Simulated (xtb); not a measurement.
xtb input:

```bash
xtb mol.xyz --gfn 1 --opt tight --chrg 0 --uhf 0
```
mol.xyz:
```
21

C      3.68052781    -0.11312696     0.12836489
C      2.29218265    -0.74541647     0.16379065
C      1.17138203     0.25608904    -0.10334597
C     -0.22094279    -0.36662466    -0.06665651
C     -1.34080955     0.64653135    -0.33095034
C     -2.70029095     0.02069910    -0.33877328
C     -3.68742831     0.31990457     0.49577158
H      3.88212981     0.33759023    -0.84648022
H      3.77253557     0.67435500     0.88035878
H      4.46162741    -0.85064523     0.32176046
H      2.23738295    -1.55145442    -0.57523783
H      2.12846955    -1.21613214     1.13862019
H      1.33248044     0.72674855    -1.07992393
H      1.22633781     1.06435453     0.63469524
H     -0.38900581    -0.83650410     0.90737106
H     -0.27951347    -1.17121230    -0.80767543
H     -1.30513139     1.44011271     0.42091560
H     -1.15637639     1.12381466    -1.30088850
H     -2.86135812    -0.75083556    -1.08864925
H     -3.57021661     1.07984478     1.26064920
H     -4.64708704    -0.17837241     0.44527842
```

Question: What final total energy does it print?

Answer: -22.33832 Eh (GFN1-xTB).
